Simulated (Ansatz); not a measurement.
Ansatz results at the PBE0-D4/def2-TZVP geometry: HOMO energy (PBE/def2-TZVPP) -6.45 eV; HOMO–LUMO gap (ωB97M-V/def2-TZVPP) 10.30 eV; ideal-gas entropy at 298 K and 1 bar (rigid rotor, harmonic PBE0-D4/def2-TZVP) 385 J/(mol·K).

Each molecule was computed in one conformer, which needn't be the lowest.

Problem. Which molecule gave them?
A. `C=CO[SiH2]Br`
B. `[OH][Ga]([SiH3])[SH]`
C. `[SiH3][O][GaH][SH]`
D. `BN[CH2][GaH2]`

Solution. B. The others give `C=CO[SiH2]Br`: -6.08, 11.40, 367; `BN[CH2][GaH2]`: -5.94, 9.25, 339; `[SiH3][O][GaH][SH]`: -6.66, 10.67, 372.
